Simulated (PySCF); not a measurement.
Which determinant of InH lies lowest?

Unrestricted PBE0; PySCF, scalar-relativistic core potentials, basis sets In cc-pVDZ-PP with ECP28, H cc-pVDZ. Outer shells of the fragments: In 4d10 5s2 5p1; H 1s1.

Followed along the bond (rough minima from three points):

```json
{"2Ms+1": "1", "unpaired": "none", "⟨S²⟩ at the start": "0.00", "R at minimum (Å)": "1.86", "Te (eV)": "0.00"}
{"2Ms+1": "3", "unpaired": "σ ↑, π ↑", "⟨S²⟩ at the start": "2.01", "R at minimum (Å)": "1.79", "Te (eV)": "1.99"}
```

Solutions found at the starting distance of 1.710 Å, counted from the lowest of them; the search is not exhaustive and high or unbound solutions are not listed, so other states can lie among these:

```
2Ms+1  unpaired   term  E (eV)  ⟨S²⟩  ⟨Lz²⟩  μ (D)
    1      none    ¹Σ⁺    0.00  0.00   0.00   0.02
    3  σ ↑, π ↑     ³Π    1.90  2.01   1.00  -0.26
    1  σ ↑, π ↓  mixed    2.22  1.02   1.00  -0.12
    3      π ↑↑    ³Σ⁻    5.36  2.12   0.00  -0.65
    3      σ ↑↑    ³Σ⁺    5.41  2.00   0.00   1.24
    1      π ↑↓  mixed    5.77  1.00   2.01  -0.77
```

A term symbol is given only where ⟨S²⟩ and ⟨Lz²⟩ are close to those of a pure state; real π, δ and φ orbitals otherwise mix terms. A positive dipole means In(−)H(+).

Problem. Compare the gap between the two lowest followed solutions at the starting distance with the gap between their minima.

Solution. At PBE0 the second solution (triplet, unpaired electrons σ ↑, π ↑) lies +1.90 eV from the first (singlet, closed shell) at 1.710 Å and +1.99 eV at the minima; the two curves relax by different amounts, since their minima lie near 1.79 and 1.86 Å.

Spin–orbit coupling is left out. Counting both spins, an empty level lies below a filled one in some of these solutions, because spin and occupation are held.
